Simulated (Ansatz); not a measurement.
Reaction (ligand exchange at the Si–O bond): `N[Si](O)([SiH3])O[SiH3]` + CH₃OH → `CO[Si](N)(O)[SiH3]` + silanol

Gas-phase electronic energies from Ansatz, PBE0-D4/def2-TZVP geometries. CCSD(T)/CBS is the MP2 limit (def2-TZVPP, def2-QZVPP) plus CCSD(T) − MP2 in def2-TZVPP, frozen cores. This one scheme is used for every species. DFT in def2-TZVPP. B3LYP here is the variant with VWN-RPA as its local correlation; programs differ in this. Each species was taken in one conformer, which may not be the lowest.

```json
{"level": "PBE0-D4", "ΔE (eV)": "0.19"}
{"level": "B2PLYP", "ΔE (eV)": "0.18"}
{"level": "B3LYP", "ΔE (eV)": "0.18"}
{"level": "HF/def2-TZVPP", "ΔE (eV)": "0.25"}
```

Task: What does CCSD(T)/CBS give? (An estimate is asked.)

Result: Ansatz gave: +0.20 eV. The listed levels differ from it by -0.01, -0.02, -0.02, 0.05 eV.

Largest T1 diagnostic among the species: 0.012.

In def2-TZVPP, CCSD(T) changes the Hartree–Fock value by −0.06 eV (the triples alone add −0.01 eV) and MP2 by −0.07 eV.
